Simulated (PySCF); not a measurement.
C2H5BrSi.

```xyz
9

Si     0.0028    -0.8453     0.6285
Br    -0.9958     0.6809    -0.6920
C      1.8451    -0.7986     0.3649
C      2.7058    -0.4707     1.3389
H     -0.3083    -0.5150     2.0447
H     -0.5778    -2.1639     0.2588
H      2.2404    -1.0475    -0.6284
H      3.7893    -0.4514     1.1764
H      2.3660    -0.2046     2.3464
```

Coordinates come from a B3LYP-D3(BJ)/def2-SVP optimisation. One conformer was computed; it need not be the lowest.

The numbers are results of PBE0/pcSseg-1 in PySCF, not measurements. Non-relativistic, no solvent.

Computed absolute GIAO shielding of each atom: isotropic value and principal components (ppm):
```tsv
atom	σ(iso)	σ11	σ22	σ33	span
Si1	361.7	324.7	367.9	392.4	67.7
Br2	2715.9	2538.8	2726.0	2882.9	344.1
C3	42.4	-78.0	33.4	171.7	249.7
C4	37.1	-89.5	40.2	160.5	249.9
H5	26.1	22.2	24.6	31.6	9.3
H6	25.9	21.9	24.2	31.5	9.6
H7	24.8	22.2	24.3	27.8	5.6
H8	24.8	21.7	24.2	28.6	6.9
H9	24.9	20.9	24.5	29.2	8.3
```
